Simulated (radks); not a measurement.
Values are calculated unless marked as measured or tabulated.
Question: Radial electron density D(r) = 4 pi r^2 rho(r) of an atom or ion with 46 electrons. Code: a radial shooting solver on a logarithmic mesh with Libxc functionals. Model: non-relativistic Kohn-Sham, LDA (Slater exchange, Perdew-Wang correlation), spin-unpolarised, spherical densities, point nucleus.

```
   r/bohr * D(r) (the largest magnitude, 101, reaches the edge; | marks zero)
 0.001999 |  *
 0.002562 |    *
 0.003309 |       *
  0.00424 |          *
 0.005434 |               *
 0.006963 |                     *
 0.008923 |                            *
  0.01153 |                                  *
  0.01477 |                                       *
  0.01893 |                                        *
  0.02426 |                                       *
  0.03108 |                                    *
  0.04015 |                                     *
  0.05145 |                                            *
  0.06593 |                                                    *
  0.08449 |                                                      *
   0.1091 |                                               *
   0.1399 |                                          *
   0.1792 |                                             *
   0.2297 |                                              *
   0.2943 |                                *
   0.3802 |                  *
   0.4872 |                  *
   0.6243 |                   *
      0.8 |           *
    1.025 |   *
    1.324 |*
    1.697 *
    2.175 *
```

What is the nuclear charge?

Answer: Z = 60. The innermost maximum, from 1s, lies near 1/Z = 0.0167 bohr (found: 0.0186), and its height grows with Z. The density is that of the neodymium ion Nd14+ in [Kr] 4d10; the configuration itself is not fixed sharply by these data, and Z only to a few units. D(r) has 4 maxima, at r = 0.0186, 0.0780, 0.207, 0.576 bohr, and minima at 0.0339, 0.141, 0.422 bohr, inside which lie 1.98, 11.41, 29.04 electrons.
